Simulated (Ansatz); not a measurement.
Harmonic frequencies (cm⁻¹) at PBE0-D4/def2-TZVP from Ansatz: 62, 124, 195, 354, 372, 428, 507, 528, 612, 620, 653, 689, 756, 828, 910, 936, 951, 988, 1124, 1301, 1428, 1630, 1699, 2227, 2235, 2248, 3169, 3277, 3553, 3658.

Each molecule was computed in one conformer, which needn't be the lowest.

(1) Which molecule is it?
A. `C=CN[SiH2]S`
B. `[SiH3]C1NCS1`
C. `C=C(N)S[SiH3]`
D. `C=NCS[SiH3]`

## Answers

(1) C.
